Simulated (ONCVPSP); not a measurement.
# Configuration tests for zinc (ONCV)

ONCVPSP 4.0.1 input, shortened (lines: element, Z, core and valence counts, functional; n l f; lmax; l rc ep ncon nbas qcut; lloc lpopt rc5 dvloc0; l nproj debl; icmod fcfact rcfact), PBE, fully relativistic:

```
  Zn 30.00    3    3        4      upf
    1    0    2.00
    2    0    2.00
    2    1    6.00
    3    0    2.00
    3    1    6.00
    3    2   10.00
    2
    0    1.10    0.00    5    9    9.40
    1    0.70    0.00    3    7   12.60
    2    1.35    0.00    3    8    9.20
    4    5    0.45    0.00
    0    2    1.20
    1    2    2.70
    2    2    1.40
    3    3.50    1.55
```

Open shells are filled in proportion to 2j + 1.

In the s channel the program set the typed energies aside and used -5.515, 0.250 Ha. In the p channel the program set the typed energies aside and used -3.796, 0.250 Ha (j = l + 1/2; the other j can differ).

Energies are relative to the spin-unpolarised reference configuration 3s2 3p6 3d10; without spin polarisation the order of configurations can differ from experiment.

```csv
valence configuration,charge,ΔE all-electron (eV),error AE − PS (meV)
3s2 3p6 3d10 4s2,0,-28.332,+13
3s2 3p6 3d9,+3,40.534,+115
```

What are ΔE and the potential's error for 3s2 3p6 3d10 4s1?

ΔE = -18.443 eV all-electron; the error (AE − PS) is +3.7 meV.

What are ΔE and the potential's error for 3s2 3p6 3d10 4p1?

ΔE = -12.120 eV all-electron; the error (AE − PS) is +1.1 meV.

Levels in the configuration 3s2 3p6 3d10 4s1:

```json
{"level": "3s j=1/2", "all-electron (eV)": "-138.862", "pseudo (eV)": "-138.816"}
{"level": "3p j=3/2", "all-electron (eV)": "-92.061", "pseudo (eV)": "-92.041"}
{"level": "3p j=1/2", "all-electron (eV)": "-95.121", "pseudo (eV)": "-95.089"}
{"level": "3d j=5/2", "all-electron (eV)": "-19.616", "pseudo (eV)": "-19.585"}
{"level": "3d j=3/2", "all-electron (eV)": "-19.975", "pseudo (eV)": "-19.942"}
{"level": "4s j=1/2", "all-electron (eV)": "-13.997", "pseudo (eV)": "-14.004"}
```
